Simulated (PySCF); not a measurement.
All values below come from TPSSh-D3(BJ)/def2-TZVP // r2SCAN-D4/def2-SVP (PySCF 2.14.0). Isolated molecules, 0 K electronic values unless said otherwise. One relaxed conformer stands for a flexible species; it need not be the lowest. 

Reference species: [Ti(F)4] (neutral, multiplicity 1).

- mean distance from the central atom to its bonded neighbours = 1.735 Å
- LUMO = -3.60 eV
- coordination number = 4

After one change: the mean distance from the central atom to its bonded neighbours rises by 0.079 Å; the LUMO rises by 1.46 eV; the coordination number hardly moves.

Name the change that produced these shifts. The new species is one of these.
(A) [Ti(F)3(NH2)]
(B) [Ti(F)2(NH2)2]
(C) [Ti(NH2)4]
(D) [Ti(F)(NH2)3]

B, [Ti(F)2(NH2)2]
